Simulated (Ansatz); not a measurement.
`O[Si]1(Cl)CO1` + `[SiH3][O][In]([SH])[Cl]` → `[SiH3]O[Si]1(Cl)CO1` + `[OH][In]([SH])[Cl]`  (redistribution)

Gas-phase electronic energies from Ansatz, PBE0-D4/def2-TZVP geometries. CCSD(T)/CBS is the MP2 limit (def2-TZVPP, def2-QZVPP) plus CCSD(T) − MP2 in def2-TZVPP, frozen cores. Functionals use def2-TZVPP. B3LYP here is the variant with VWN-RPA as its local correlation; programs differ in this. Elements past krypton have def2 core potentials. For In outer-core shells are correlated without core-valence functions, which leaves a few kJ/mol of doubt a bond. Each species was taken in one conformer, which may not be the lowest.

Q: Is it downhill or uphill in electronic energy at CCSD(T)/CBS, and by how much? (Estimate.)

A: Computed: Nearly level: ΔE = -0.3 kcal/mol.

Q: What do these levels give: PBE-D4, r2SCAN-D4, PBE0-D4, ωB97X-V, ωB97M-V, B2PLYP, PBE, r2SCAN, B3LYP, HF/def2-QZVPP, MP2/def2-QZVPP, CCSD/CBS(def2)? (An estimate is asked.)

A: Computed: PBE-D4 -1.3, r2SCAN-D4 -0.8, PBE0-D4 -0.9, ωB97X-V -0.6, ωB97M-V -0.6, B2PLYP -0.7, PBE -1.1, r2SCAN -0.8, B3LYP -1.2, HF/def2-QZVPP -0.3, MP2/def2-QZVPP -0.2, CCSD/CBS(def2) -0.4 kcal/mol.

Largest T1 diagnostic among the species: 0.015.
